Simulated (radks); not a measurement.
Results of a calculation; reference values are marked as such.
Removal energies from the zinc ion Zn8+, [Ar] 3d4, by Delta-SCF beside the eigenvalue of the level emptied. Code: a radial shooting solver on a logarithmic mesh with Libxc functionals. Model: scalar-relativistic Kohn-Sham, PBE, spin-polarised, spherical densities, finite nucleus; Fermi nuclear charge, rms radius of each element as measured or else 0.836 A^(1/3) + 0.57 fm. Open shells are filled with parallel spins first.

3d: final configuration [Ar] 3d3; Delta-SCF (eV) 205.22; -eigenvalue (eV) 189.10
3p: final configuration [Ne] 3s2 3p5 3d4; Delta-SCF (eV) 273.55; -eigenvalue (eV) 258.36
3s: final configuration [Ne] 3s1 3p6 3d4; Delta-SCF (eV) 321.02; -eigenvalue (eV) 305.70
2p: final configuration [He] 2s2 2p5 3s2 3p6 3d4; Delta-SCF (eV) 1244.6; -eigenvalue (eV) 1202.8
